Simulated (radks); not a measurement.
Excited configurations of Al+: one electron is placed in a higher orbital outside [Ne] 3s1. The ground configuration is [Ne] 3s2. All-electron calculation, Dirac Kohn-Sham, PBEsol, spin-unpolarised, spherical densities, finite nucleus; open shells fill j = l - 1/2 first; Fermi nuclear charge, rms radius 3.061 fm. Program: a radial shooting solver on a logarithmic mesh with Libxc functionals. Excitation = E - E(ground); binding = E(ion) - E, where the ion is the core of charge +2; n* = 2/sqrt(2 binding) in atomic units, and the quantum defect is n - n*.

outer orbital,excitation (eV),binding (eV),quantum defect,eigenvalue (eV),<r> (bohr)
3d3/2,12.171,7.000,0.212,-4.664,4.284
4p1/2,13.239,5.932,0.971,-4.572,6.628
5d3/2,16.582,2.589,0.415,-2.025,14.89
5f5/2,16.843,2.328,0.165,-1.768,15.07
6p1/2,16.905,2.266,1.099,-1.816,18.31
6d3/2,17.375,1.796,0.495,-1.436,22.27
7d3/2,17.852,1.319,0.576,-1.068,31.08
7f5/2,17.930,1.241,0.377,-0.993,31.65

The Delta-SCF ionisation energy is 19.171 eV (NIST Atomic Spectra Database: 18.829 eV, measured). Self-interaction in the functional shifts the binding energies and quantum defects, so they are the method's values and not measured ones. Spin polarisation and multiplet splitting are left out, so open shells lie too high by an amount that depends on their filling.

Beside tabulated values, note that spin-unpolarised runs miss the spin-polarisation part of the exchange energy of open shells.
